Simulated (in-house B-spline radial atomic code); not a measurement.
A run on As⁻ that did not converge. Method: scalar-relativistic (X2C) Hartree-Fock, spin-polarised, averaged over the determinants with the given up and down occupations, Fermi nucleus of rms radius 4.0968 fm; computed with an all-electron radial atomic-structure program (B-spline basis).

Command:
```bash
python run_scf.py task.json out
```
Settings (nuclear radius in fm, mass in u):
```
Z                33
configuration    [Ar] 3d10 4s2 4p4
hamiltonian      x2c
method           hf
spin_polarised   True
nucleus          fermi
rms_radius       4.0968
atomic_mass      74.92159
speed_of_light   137.035999084
exact_exchange   averaged over the configuration
```

First and last ten iterations of the last attempt (damped for 15 steps, keeping 80 % of the old Fock matrix, then DIIS):
```
 iter        energy (Eh)    residual
    1       -2258.583487    4.18e-01
    2       -2258.988014    6.21e-02
    3       -2259.035433    4.02e-02
    4       -2259.055750    2.63e-02
    5       -2259.064565    1.88e-02
    6       -2259.068494    1.41e-02
    7       -2259.070328    1.06e-02
    8       -2259.071246    8.06e-03
    9       -2259.071752    6.15e-03
   10       -2259.072064    4.71e-03
  111       -2259.074722    5.85e-03
  112       -2259.074462    4.51e-03
  113       -2259.074358    3.64e-03
  114       -2259.073679    7.07e-04
  115       -2259.073664    7.10e-04
  116       -2259.073457    9.91e-04
  117       -2259.073745    7.38e-04
  118       -2259.073747    7.34e-04
  119       -2259.073753    7.32e-04
  120       -2259.073785    7.54e-04
 not converged after 120 iterations
```

The smallest residual met was 4.2e-04; the threshold is about 3e-07. No energy from this run should be used. Cost of the run: 6.7 s on 1 thread of Arm Neoverse N1, with other jobs on the host.
